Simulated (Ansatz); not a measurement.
Total energies of Sn9H15 from Ansatz at PBE0-D4/def2-TZVP, gas phase (1 Eh = 27.2114 eV = 2625.5 kJ/mol). The reference geometry is relaxed at PBE-D4/def2-SVP.

```xyz
24

Sn    2.9026    1.2506   -0.0967
Sn   -1.3512    2.7190    0.9804
Sn   -0.6419    0.4430   -2.9492
Sn    1.3550   -3.0334   -0.8163
Sn   -2.8661   -1.6793    0.4593
Sn    0.4842    2.2794   -1.1082
Sn    2.5231   -1.2801    1.0638
Sn   -2.0687    0.3320    2.2791
Sn   -1.1423   -2.0790   -1.7578
H     3.5652    2.3543    1.0697
H     4.0576    1.1163   -1.3853
H    -0.6763    3.8332    2.1316
H    -2.7818    3.4606    0.3318
H     0.4320    0.2646   -4.3042
H    -2.1118    1.1210   -3.5822
H     2.4514   -3.2049   -2.1536
H     1.1830   -4.6133   -0.1131
H    -4.4434   -1.2507   -0.1338
H    -3.0617   -3.1742    1.3269
H     0.8024    3.7907   -1.9230
H     4.0241   -1.9210    1.6664
H     1.4463   -1.1233    2.4157
H    -3.3648    0.6375    3.3985
H    -0.7168   -0.2429    3.2002
```

```
                 state                    geometry  energy (Eh)
      charge 0 doublet                   reference  -1937.91986
      charge 1 singlet                   reference  -1937.66271
      charge 1 singlet  relaxed at PBE-D4/def2-SVP  -1937.68363
     charge -1 singlet                   reference  -1938.02331
free Sn atom (triplet)                           –   -214.25870
 free H atom (doublet)                           –     -0.50104
```

In the def2 sets Sn takes a core potential; there is no spin–orbit coupling. Single mean-field runs in def2-TZVP are fitted with def2-universal-jkfit.

(1) Work out the vertical ionisation energy to the singlet.

(2) Work out the vertical electron affinity, to the singlet.

(3) Give the fundamental gap IE − EA, the Mulliken electronegativity (IE + EA)/2 and the hardness (IE − EA)/2.

(4) How much does the charge 1 singlet relax, and what is the adiabatic ionisation energy?

(5) What is the binding energy per atom against free atoms?

(1) E(charge 1 singlet) − E(charge 0 doublet) = -1937.66271 − (-1937.91986) = 0.25715 Eh = 7.00 eV. For comparison, −ε of the highest occupied level of the spin that leaves is 5.85 eV at this level, 1.15 eV less.

(2) E(charge 0 doublet) − E(charge -1 singlet) = -1937.91986 − (-1938.02331) = 0.10345 Eh = 2.82 eV. The basis lacks diffuse functions, which makes affinities too small.

(3) From the values in Eh: IE − EA = 0.25715 − 0.10345 = 0.15370 Eh = 4.18 eV; (IE + EA)/2 = 4.91 eV; (IE − EA)/2 = 2.09 eV.

(4) Relaxation: -1937.66271 − (-1937.68363) = 0.02092 Eh = 0.57 eV. Adiabatic ionisation energy: 0.23623 Eh = 6.43 eV, without zero-point energy. 

(5) Atoms: 9 × (-214.25870) + 15 × (-0.50104) = -1935.84390 Eh. Binding: -1935.84390 − (-1937.91986) = 2.07596 Eh = 56.49 eV, or 2.35 eV for each of 24 atoms (no zero-point energy, no counterpoise term).
